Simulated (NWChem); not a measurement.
Molecule: CH$_{4}$Te; SMILES C[TeH]

All runs: NWChem. Geometry: optimised at PBE-D3(BJ)/def2-SVP. def2 effective core potentials on Te; no spin-orbit coupling. Level PBE/def2-SVP: energy and gradient on several grids; changes count from the extra-fine grid, which is no exact limit either.

Which is the coarsest grid (xcoarse; xfine; coarse; fine; medium) from which on the energy stays within 100 μHa and each gradient component within 200 μHa/bohr of xfine?

fine.
| grid | size of the energy change (μHa) | largest change of a gradient component (μHa/bohr) | time, medium = 1 (rough) |
|---|---|---|---|
| xcoarse | 60 | 20000 | about 1 |
| coarse | 200 | 900 | about 1 |
| medium | 10 | 400 | about 1 |
| fine | < 10 | 50 | about 1 |
| xfine | < 10 | < 30 | 2 |
